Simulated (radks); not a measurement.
Lu55+, 16 electrons, occupied as [Ne] 3s2 3p4.

All-electron calculation, non-relativistic Kohn-Sham, LDA (Slater exchange, Perdew-Wang correlation), spin-unpolarised, spherical densities, point nucleus; relativity is left out, which matters for an element this heavy. Program: a radial shooting solver on a logarithmic mesh with Libxc functionals.

Energy parts (hartree):
| part | energy |
|---|---|
| total | -10715.0358 |
| kinetic | 10713.4182 |
| electron-nucleus | -22433.2572 |
| Hartree | 1141.3855 |
| exchange-correlation | -136.5823 |

Orbitals (lengths in bohr, moments of r in powers of bohr; <r^-3> diverges for s and p1/2):
orbital  occ.  eigenvalue (hartree)  <r^-3>      <r^2>
1s          2             -2295.293       -  0.0006092
2s          2             -491.8195       -   0.009330
2p          6             -478.4757   12710   0.006890
3s          2             -198.9786       -    0.05082
3p          4             -193.9003    3288    0.04598

The highest occupied level is 3p at -5276.3 eV. Summed over all electrons, <r^2> = 0.3468 bohr^2, which gives a Langevin (diamagnetic) susceptibility term of -0.275 x 10^-6 cm^3/mol. The density falls to 0.001 e/bohr^3 at r = 0.61 bohr. For comparison, the ionisation energy in NIST's Atomic Spectra Database is 5408 eV (theoretical). In exact Kohn-Sham theory the highest level is minus the ionisation energy, but local and semilocal functionals leave it too shallow, through self-interaction and a potential that decays too fast; potentials with the right tail come closer.

Beside tabulated values, note that spin-unpolarised runs miss the spin-polarisation part of the exchange energy of open shells.
